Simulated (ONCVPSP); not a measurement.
## mercury: one change to an ONCV potential, before and after

| Item | Value |
| --- | --- |
| Element | Hg |
| Generator | ONCVPSP 4.0.1 |
| Type | optimised norm-conserving Vanderbilt (ONCV) |
| Functional | revPBE |
| Relativity | scalar-relativistic |
| Frozen core | [Kr] 4d10 4f14 5s2 |
| Valence charge | 18 |
| Reference configuration | 5p6 5d10 6s2 |
| Partial waves | 6s: rc 2.20 bohr, ncon 4, nbas 7, qcut 2.6 1/bohr, 2 projectors, debl 1.9 Ha; 5p: rc 1.35 bohr, ncon 3, nbas 8, qcut 8.3 1/bohr, 2 projectors, debl 0.7 Ha; 5d: rc 2.15 bohr, ncon 4, nbas 9, qcut 7.1 1/bohr, 2 projectors, debl 0.4 Ha |
| Local potential | polynomial inside 0.95 bohr (lpopt 3, dvloc0 0 Ha) |
| Core correction | none |

In the p channel the program set the typed energies aside and used -2.442, 0.250 Ha.

All-electron outer shells of the reference configuration (revPBE, scalar-relativistic, ld1.x):

```
shell  level (eV)  outermost node (bohr)  outermost maximum (bohr)
   4f      -95.79                      –                      0.37
   5p      -66.44                   0.51                      0.93
   5d       -9.80                   0.55                      1.17
   6s       -6.72                   1.08                      2.21
```

Change: p: rc 1.58.

Cutoffs: the cutoffs (Ha) at which the residual kinetic energy of the hardest occupied pseudo-wave falls to 1 and 0.1 mHa per electron; they do not see the model core or the augmentation charge, which bear on the density cutoff. Errors are all-electron minus pseudo energies relative to the spin-unpolarised reference configuration.

**Question.** Predict the effect on cutoff, ghosts and configuration errors.

**Answer.** The potential gets softer (26 Ha and 32 Ha → 18 Ha and 24 Ha); both files keep a bound ghost (s); the errors of the 4 common tests hardly move. A larger radius leaves more room for a smooth pseudo-wave, so fewer plane waves are needed.

```csv
quantity,base,changed
"cutoff, loose",26 Ha,18 Ha
"cutoff, tight",32 Ha,24 Ha
loose cutoff by channel,"s 15 Ha, p 26 Ha, d 18 Ha","s 15 Ha, p 16 Ha, d 18 Ha"
bound ghosts,s,s
GHOST(+) flags under 300 eV,s at 103.3 eV,s at 103.3 eV
"error for 5p6 5d10 6s1, meV [ΔE 10.58 eV]",-9.7,-9.6
"error for 5p6 5d10 6s0, meV [ΔE 29.40 eV]",-40,-39
"error for 5p6 5d9 6s0, meV [ΔE 64.85 eV]",-11,-11
"error for 5p6 5d10 6s1.5, meV [ΔE 4.30 eV]",-2.9,-2.9
s: phases at 2.23 bohr within 0.05 rad from the reference energy up to (Ha; the scan ends near 5),3.1,3.1
d: phases at 2.19 bohr within 0.05 rad from the reference energy up to (Ha; the scan ends near 5),to the end of the scan,to the end of the scan
```

 A true bound ghost makes a file unfit for plane-wave use even where its test errors are small: the radial tests pick states by their node count and pass the ghost by.
